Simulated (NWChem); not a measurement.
# GeNH₅O; SMILES [GeH2]([NH2])[OH]

```xyz
8

Ge    -0.3274     0.0214     0.0000
N      0.6379    -1.5170     0.0000
O      0.7991     1.4122     0.0000
H     -1.1832     0.0507     1.2808
H     -1.1832     0.0507    -1.2808
H      1.2125    -1.6596    -0.8261
H      1.2125    -1.6596     0.8261
H      0.3529     2.2657     0.0000
```
Atoms are numbered in this order, from 1.

Program: NWChem. STO-3G and 3-21G are far too small for this property and stand as cheap habits. All runs use the structure optimised with PBE0/def2-SVP. GIAO values for the isolated, static molecule; σ is the absolute isotropic shielding, δ = σ(reference) − σ with the isolated reference molecule computed at the same levels (1H: tetramethylsilane, 15N: ammonia, 17O: water).

For level Hartree-Fock/STO-3G:

```
Quantity     Result
-----------  ------
σ Ge1 (ppm)  2292.2
δ N2 (ppm)    -54.7
δ O3 (ppm)   -108.3
δ H4 (ppm)     1.92
δ H6 (ppm)    -1.57
δ H8 (ppm)    -4.69
```

Problem. What are these values for level PBE0/pcSseg-1?

Solution. 
* **σ Ge1 (ppm)**: 1335.4
* **δ N2 (ppm)**: 21.5
* **δ O3 (ppm)**: 31.3
* **δ H4 (ppm)**: 5.24
* **δ H6 (ppm)**: 0.68
* **δ H8 (ppm)**: -0.15
